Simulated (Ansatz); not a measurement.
**Group exchange: C3H10BN + C3H6Cl2 → C2H8BN + C4H8Cl2**

Species: C3H10BN `BN(C)CC`, singlet; C3H6Cl2 (1,3-dichloropropane) `ClCCCCl`, singlet; C2H8BN `BNCC`, singlet; C4H8Cl2 (1,3-dichlorobutane) `CC(Cl)CCCl`, singlet. The partners trade CH3 for H: N–CH3 and C–H bonds give way to N–H and C–CH3.

Shapes, held fixed at every level: PBE0-D4/def2-TZVP. Flexible molecules stand in one conformer, not always the lowest. Programs: Ansatz 0.2.0. The zero-point and thermal change to 298 K, harmonic and unscaled (PBE0-D4/def2-TZVP), is -0.2 kJ/mol.

```json
{"level": "BHLYP-D4/def2-TZVPP", "kind": "global hybrid", "ΔH(298 K) (kJ/mol)": "-41.3", "less CCSD(T)/CBS estimate": "+0.6"}
{"level": "r2SCAN0-D4/def2-TZVPP", "kind": "global hybrid", "ΔH(298 K) (kJ/mol)": "-42.3", "less CCSD(T)/CBS estimate": "-0.4"}
{"level": "MP2/def2-SVP", "kind": "perturbation theory", "ΔH(298 K) (kJ/mol)": "-45.5", "less CCSD(T)/CBS estimate": "-3.6"}
{"level": "CCSD(T)/def2-SVP", "kind": "coupled cluster or CI", "ΔH(298 K) (kJ/mol)": "-42.2", "less CCSD(T)/CBS estimate": "-0.3"}
{"level": "CCSD/def2-SVP", "kind": "coupled cluster or CI", "ΔH(298 K) (kJ/mol)": "-42.5", "less CCSD(T)/CBS estimate": "-0.6"}
{"level": "CCSD/def2-TZVPP", "kind": "coupled cluster or CI", "ΔH(298 K) (kJ/mol)": "-41.0", "less CCSD(T)/CBS estimate": "+0.9"}
{"level": "CCSD(T)/CBS estimate", "kind": "coupled cluster or CI", "ΔH(298 K) (kJ/mol)": "-41.9", "less CCSD(T)/CBS estimate": "0.0"}
```

The highest level, CCSD(T)/CBS estimate, gives ΔH(298 K) = -41.9 kJ/mol; the levels span -45.5 to -41.0. The column of differences is taken from that level and isn't an error. No measured value is set beside it here. The CBS estimate extrapolates MP2 from def2-TZVPP and def2-QZVPP and adds CCSD(T) − MP2 in the triple-zeta set, cores frozen.
